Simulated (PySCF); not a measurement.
Several structures and their simulated spectra, in scrambled order.

A. `C#C[Si@@H]1CCCC[C@@H]1Cl`
B. SMILES C#CC(=O)O[SiH](C)C
C. `InChI=1S/C7H8/c1-2-3-5-6-4-7(5)6/h5-7H,4H2,1H3/t5-,6-,7+`

Spectrum 1. $^{1}$H NMR (400 MHz, computed): δ 1.97 (m, 2H), 1.93 (s, 3H), 0.98 (m, 1H), 0.96 (m, 1H), 0.15 (m, 1H). $^{13}$C{$^{1}$H} NMR (computed): δ 84.7 (C), 79.6 (C), 30.5 (CH), 26.4 (CH2), 7.6 (CH), 4.7 (CH3).

Spectrum 2. $^{1}$H NMR (400 MHz, computed): δ 4.95 (sept, 1H), 2.25 (s, 1H), 0.47 (d, 6H). $^{13}$C{$^{1}$H} NMR (computed): δ 157.9 (C), 81.4 (CH), 80.5 (C), -1.4 (CH3).

Spectrum 3. $^{1}$H NMR (400 MHz, computed): δ 4.59 (m, 1H), 3.17 (m, 1H), 2.38 (m, 1H), 1.99 (m, 1H), 1.93 (m, 1H), 1.92 (d, 1H), 1.91 (m, 1H), 1.58 (m, 1H), 1.11 (m, 1H), 1.02 (m, 1H), 0.63 (m, 1H). $^{13}$C{$^{1}$H} NMR (computed): δ 105.2 (CH), 86.3 (C), 48.8 (CH), 40.1 (CH2), 32.5 (CH2), 26.7 (CH2), 16.3 (CH2).

Computational details: NMR shieldings at PBE0/pcSseg-1/GIAO, geometry: GFN2-xTB, in PySCF 2.14 (relativity neglected, averaged over atoms made equivalent by symmetry, fast rotation or ring inversion, in vacuum, one computed conformer).

δ = σ(ref) − σ, references computed at the same level: $^{1}$H (σ = 31.72 ppm) and $^{13}$C (σ = 186.93 ppm) vs TMS. Where no couplings were computed, multiplicities follow the n + 1 count of equivalent neighbours, and m marks all less simple cases (inequivalent or close neighbours, rings, F or P nearby). Shifts are as computed. Against solution values, carbons near 30 ppm lie about +3 ppm off and those near 130 ppm about +5 ppm; carbons on Cl a further +6 ppm. Of 1309 compounds with measured shifts, 239 miss one by over three times the rms of a fit or turn the order of signals round; such compounds aren't used in these exercises. Carbons bonded to Cl come out too deshielded.

Q: Match each spectrum to its structure.

A: 1–C, 2–B, 3–A.

- Spectrum 1 (C): 6 $^{13}$C signals; δC 84.7 is an alkyne carbon; δC 79.6 is an alkyne carbon.
- Spectrum 2 (B): 4 $^{13}$C signals; δC 81.4 is a terminal alkyne carbon; δC 80.5 is an alkyne carbon.
- Spectrum 3 (A): 7 $^{13}$C signals; δC 86.3 is an alkyne carbon; δC 48.8 is an sp3 CH bonded to Cl and Si.
